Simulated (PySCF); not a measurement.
## How ionic is MLa along the halogens?

r²SCAN in PySCF with x2c-TZVPall on every atom, spin-free X2C, for the lowest determinant that a PBE0 search found; no spin–orbit coupling. A negative dipole means M(+)La(−).

| M | state (unpaired electrons) | Re (Å) | μ (D) |
| --- | --- | --- | --- |
| F | triplet (σ ↑, δ ↑) | 2.061 | 3.10 |
| Cl | triplet (σ ↑, δ ↑) | 2.549 | 4.68 |
| Br | triplet (σ ↑, δ ↑) | 2.708 | 4.97 |
| I | triplet (σ ↑, δ ↑) | 2.945 | 5.38 |

Give the ionic character |μ|/(e·Re) of each, with 1 e·Å = 4.803 D, and the positive end.

LaF 31 % (La positive), LaCl 38 % (La positive), LaBr 38 % (La positive), LaI 38 % (La positive). Lone pairs and polarisation enter μ too, so this number is only a rough measure of charge transfer.

Spin–orbit coupling is left out. The state is the lowest single determinant that the PBE0 search found; with open d or f shells the true ground state can be another one.
